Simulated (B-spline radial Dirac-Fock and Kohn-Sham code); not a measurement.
## Relativistic shifts of the levels of In²⁶⁺

System: the In²⁶⁺ ion, [Ar] 3d5.

Both columns are ΔSCF binding energies of the configuration average from a radial finite-basis atomic code: non-relativistic Hartree-Fock with a point nucleus, and Dirac-Fock with a finite nucleus and the Coulomb interaction alone, averaged over the two j levels with weights 2j+1.

```tsv
shell	Hartree-Fock (eV)	Dirac-Fock (eV)	shift (eV)	shift (%)
1s	28177.2	29132.0	+954.84	+3.39
2s	5089.0	5328.5	+239.49	+4.71
2p	4814.9	4887.8	+72.91	+1.51
3s	1703.7	1763.4	+59.69	+3.50
3p	1590.8	1612.8	+22.01	+1.38
3d	1414.3	1411.9	-2.38	-0.17
```

Relativity binds 1s, 2s, 2p, 3s, 3p more strongly, among those listed most of all 2s in relative terms, and 3d more weakly, because the contracted s and p shells screen the nucleus better.

Values without a named source are computed, but for edge energies of neutral atoms, which are taken from tables.
